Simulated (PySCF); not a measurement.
**Assigning NMR signals**

Cartesian coordinates in Å; atom numbers follow the order of the lines, from 1:
```xyz
15

C    -2.268    1.121   -0.416
Si   -1.276   -0.029    0.725
P    -1.873   -2.168    0.358
C     0.538    0.204    0.334
C     1.710    0.244    0.062
C     3.133    0.299   -0.243
F     3.392   -0.038   -1.518
F     3.843   -0.544    0.529
F     3.653    1.523   -0.055
H    -3.332    1.027   -0.216
H    -2.106    0.882   -1.464
H    -1.990    2.159   -0.266
H    -1.406    0.297    2.150
H    -0.794   -2.707    1.038
H    -1.229   -2.264   -0.866
```

PySCF 2.14.0 with density-fitted response routines calculation with PBE0/pcSseg-1 with gauge-including orbitals and structure optimised with GFN2-xTB; averaged over atoms made equivalent by symmetry, fast rotation or ring inversion, in vacuum, relativity neglected, one computed conformer.

δ = σ(ref) − σ, references computed at the same level: 13C (186.93 ppm), 1H (31.72 ppm) vs TMS.

Task: Assign these signals to the numbered atoms. 13C{1H} NMR (computed): δ 122.9 (C), 101.2 (C), 101.0 (C), -2.4 (CH3).

Result: 
| δ (ppm) | atoms | environment | reason |
| --- | --- | --- | --- |
| 122.9 | C6 | CF3 carbon | 3 electronegative neighbours deshield it |
| 101.2 | C4 | alkyne carbon | the triple bond shields along its axis, which puts it between sp3 and sp2 carbons |
| 101.0 | C5 | alkyne carbon | – |
| -2.4 | C1 | methyl carbon bonded to Si | an electropositive neighbour leaves it electron-rich and shielded |

C4 and C5 lie closer than the usual error of such a calculation, so a measured spectrum could show them in the other order.

Task: Assign these signals to the numbered atoms. 1H NMR (500 MHz, computed): δ 4.78 (m, 1H), 1.52 (m, 2H), 0.48 (m, 3H).

Result: 
| δ (ppm) | atoms | environment | reason |
| --- | --- | --- | --- |
| 4.78 | H13 | hydrogen on a silicon bonded to 2 C, P | – |
| 1.52 | H14/H15 | hydrogen on a phosphorus bonded to Si | – |
| 0.48 | H10/H11/H12 | hydrogen on a methyl carbon bonded to Si | an electropositive neighbour shields it, as in TMS itself |

Splittings by 19F and 31P in the carbon and heteronuclear signals aren't shown, as no couplings were computed. Shifts are as computed. Against solution values, carbons near 30 ppm lie about +3 ppm off and those near 130 ppm about +5 ppm. Of 1211 compounds with measured shifts, 218 miss one by over three times the rms of a fit or turn the order of signals round; such compounds aren't used in these exercises. Multiplicities follow the n + 1 count of equivalent neighbours, as no J values were calculated; m marks all less simple cases, F and P coupling included.
